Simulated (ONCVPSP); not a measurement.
## Reading a pseudo-wave (titanium)

Columns: radius, all-electron u(r) and pseudo u(r) of the 3p shell (level -35.61 eV) of titanium in the configuration [Ne] 3s2 3p6 3d3 4s1; LDA (Perdew-Zunger), scalar-relativistic, ONCV scheme, ONCVPSP 4.0.1.

| r (bohr) | all-electron | pseudo |
| --- | --- | --- |
| 0.103 | -0.4073 | 0.0337 |
| 0.205 | -0.5031 | 0.1277 |
| 0.308 | -0.2286 | 0.2696 |
| 0.410 | 0.1555 | 0.4385 |
| 0.513 | 0.5069 | 0.6165 |
| 0.615 | 0.7644 | 0.7777 |
| 0.718 | 0.9269 | 0.9057 |
| 0.820 | 1.0052 | 0.9874 |
| 0.923 | 1.0218 | 1.0230 |
| 1.025 | 0.9951 | 1.0142 |
| 1.128 | 0.9406 | 0.9660 |
| 1.230 | 0.8710 | 0.8902 |
| 1.332 | 0.7941 | 0.8025 |
| 1.435 | 0.7147 | 0.7163 |
| 1.538 | 0.6372 | 0.6372 |
| 1.640 | 0.5647 | 0.5646 |
| 1.743 | 0.4969 | 0.4968 |
| 1.845 | 0.4357 | 0.4356 |
| 1.948 | 0.3800 | 0.3800 |
| 2.050 | 0.3309 | 0.3309 |
| 2.153 | 0.2870 | 0.2869 |
| 2.255 | 0.2486 | 0.2486 |
| 2.358 | 0.2147 | 0.2147 |
| 2.460 | 0.1854 | 0.1853 |
| 2.562 | 0.1598 | 0.1598 |
| 2.665 | 0.1374 | 0.1374 |

**Question.** How many radial nodes do the two functions have?

**Answer.** The all-electron 3p function has n − l − 1 = 1; the pseudo-wave has 0, since the states of the same l below it are removed with the core.

**Question.** At about which radius was the pseudo-wave matched?

**Answer.** 1.60 bohr, where the columns begin to agree (steps of 0.10 bohr).

**Question.** Where does each function peak?

**Answer.** Outermost all-electron maximum near 0.92 bohr, pseudo maximum near 0.92 bohr (to the table’s step).

**Question.** Is the pseudo-wave norm-conserving?

**Answer.** Yes: the ONCV scheme keeps the norm inside the radius equal to the all-electron one, which fixes the energy derivative of the logarithmic derivative at the level.
